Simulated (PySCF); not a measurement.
Fine-structure interval of Zr³⁺ by level of theory

Zr³⁺ [Kr] 4d1 [4d3/2^1, M_J = 3/2] → Zr³⁺ [Kr] 4d1 [4d5/2^1, M_J = 5/2], as a difference of total energies. Calculation: PySCF 2.14, in x2c-TZVPPall-2c (8s9p7d2f1g, 93 functions); the two-component X2C-1e Hamiltonian. Correlated levels: [Ar] 3d10 frozen; the 6 highest virtual spinors dropped. "Screened" scales the spin-orbit matrix elements by Boettger's factors to mimic the two-electron term; Breit and QED terms are absent.

| method | fine-structure interval (cm⁻¹) |
| --- | --- |
| GHF (screened spin-orbit) | 1334.9 |
| GMP2 (screened spin-orbit) | 1244.2 |
| GHF (bare spin-orbit) | 1811.0 |
